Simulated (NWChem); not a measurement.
System: AlHSCl$_{2}$; SMILES [SH][Al]([Cl])[Cl]

Output (shortened):

```
             Northwest Computational Chemistry Package (NWChem) 7.3.0
             --------------------------------------------------------

 CS  symmetry detected

                             Geometry "geometry" -> ""
                             -------------------------

 Output coordinates in angstroms (scale by  1.889725989 to convert to a.u.)

  No.       Tag          Charge          X              Y              Z
 ---- ---------------- ---------- -------------- -------------- --------------
    1 Al                  13.0000     0.00833956    -0.02207430     0.00000000
    2 Cl                  17.0000     1.55069492    -1.42689704     0.00000000
    3 Cl                  17.0000    -1.98197546    -0.66278863     0.00000000
    4 S                   16.0000     0.50132804     2.08440830     0.00000000
    5 H                    1.0000    -0.79789382     2.46108937     0.00000000

 Effective nuclear repulsion energy (a.u.)     296.8899207336

      Symmetry information
      --------------------

 Group name             Cs
 Group number              2
 Group order               2
 No. of unique centers     5

  pbe96 is a nonlocal functional; adding pw91lda local functional.

                                 NWChem DFT Module
                                 -----------------

 Summary of "ao basis" -> "ao basis" (spherical)
 ------------------------------------------------------------------------------
       Tag                 Description            Shells   Functions and Types
 ---------------- ------------------------------  ------  ---------------------
 Al                         def2-svp                 8       18   4s3p1d
 Cl                         def2-svp                 8       18   4s3p1d
 S                          def2-svp                 8       18   4s3p1d
 H                          def2-svp                 3        5   2s1p

      Symmetry analysis of basis
      --------------------------

        a'         56
        a"         21

            General Information
            -------------------
          SCF calculation type: DFT
          Wavefunction type:  closed shell.
          No. of atoms     :     5
          No. of electrons :    64
           Alpha electrons :    32
            Beta electrons :    32
          Charge           :     0
          Spin multiplicity:     1
          Use of symmetry is: on ; symmetry adaption is: on
          Maximum number of iterations: 150
          AO basis - number of functions:    77
                     number of shells:    35
          Convergence on energy requested:  1.00D-06
          Convergence on density requested:  1.00D-05
          Convergence on gradient requested:  5.00D-04

              XC Information
              --------------
          PerdewBurkeErnzerhof Exchange Functional  1.000
            Perdew 1991 LDA Correlation Functional  1.000 local
           PerdewBurkeErnz. Correlation Functional  1.000 non-local

             Grid Information
             ----------------
          Grid used for XC integration:  medium
          Radial quadrature: Mura-Knowles
          Angular quadrature: Lebedev.
          Tag              B.-S. Rad. Rad. Pts. Rad. Cut. Ang. Pts.
          ---              ---------- --------- --------- ---------
          Al                  1.25       88           8.0       590
          Cl                  1.00       88          11.0       590
          S                   1.00       88          10.0       590
          H                   0.35       45          11.0       434
          Grid pruning is: on
          Number of quadrature shells:   397
          Spatial weights used:  Erf1

      Superposition of Atomic Density Guess
      -------------------------------------

 Sum of atomic energies:       -1558.28505307

      Non-variational initial energy
      ------------------------------

 Total energy =   -1559.040567
 1-e energy   =   -2748.474290
 2-e energy   =     892.543801
 HOMO         =      -0.337494
 LUMO         =       0.002728

      Symmetry analysis of molecular orbitals - initial
      -------------------------------------------------

  Numbering of irreducible representations:

     1 a'          2 a"

  Orbital symmetries:

     1 a'          2 a'          3 a'          4 a'          5 a'
     6 a'          7 a'          8 a'          9 a'         10 a'
    11 a"         12 a'         13 a"         14 a'         15 a'
    16 a"         17 a'         18 a'         19 a'         20 a"
    21 a'         22 a'         23 a'         24 a'         25 a'
    26 a'         27 a'         28 a"         29 a"         30 a'
    31 a'         32 a"         33 a'         34 a"         35 a'
    36 a'         37 a'         38 a'         39 a'         40 a'
    41 a"         42 a'

     ---------------------------------------------
      Total Density - Mulliken Population Analysis
     ---------------------------------------------

    Atom       Charge   Shell Charges
 -----------   ------   -------------------------------------------------------
    1 Al  13    11.77   2.00  1.99  0.74  0.06  5.93  0.53  0.33  0.19
    2 Cl  17    17.47   2.00  1.99  1.23  0.71  5.94  2.18  3.40  0.01
    3 Cl  17    17.47   2.00  1.99  1.23  0.71  5.94  2.18  3.40  0.01
    4 S   16    16.51   2.00  1.99  1.20  0.63  5.94  1.82  2.90  0.02
    5 H    1     0.78   0.57  0.18  0.03

[...]
```

Level: PBE/def2-SVP. Geometry: optimised at PBE0/def2-SVP.

Question: Which NWChem input produces such a log?

Answer: One answer among several that fit: the input that was run:
```
start job
memory heap 200 mb stack 900 mb global 1100 mb
geometry units angstroms noautoz
  Al    -0.011474    -0.029089     0.000367
  Cl     0.337299    -2.085966    -0.000812
  Cl    -1.973722     0.693027     0.000423
  S      1.675023     1.325914     0.001519
  H      0.884050     2.423287     0.002035
end
basis spherical
  * library def2-svp
end
dft
  xc xpbe96 cpbe96
  iterations 150
  mulliken
end
task dft energy
```
